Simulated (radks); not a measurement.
Values are calculated unless marked as measured or tabulated.
Valence configurations of Ar II (all share [Ne]). Code: a radial shooting solver on a logarithmic mesh with Libxc functionals. Model: scalar-relativistic Kohn-Sham, SCAN, spin-unpolarised, spherical densities, finite nucleus; meta-GGA in the generalised Kohn-Sham scheme; Fermi nuclear charge, rms radius 3.4274 fm. Energies are relative to 3s2 3p5; eigenvalues in eV.

valence      E (eV)    e(3p)    e(3s)
3s2 3p5       0.000  -22.569  -37.890
3s1 3p6      15.362  -23.153  -38.543
3s1.5 3p5.5   7.688  -22.864  -38.223

NIST lists [Ne] 3s2 3p5 as the ground configuration; this level of theory agrees among the configurations tried. The energies are those of spherical spin-averaged densities, not of single terms.
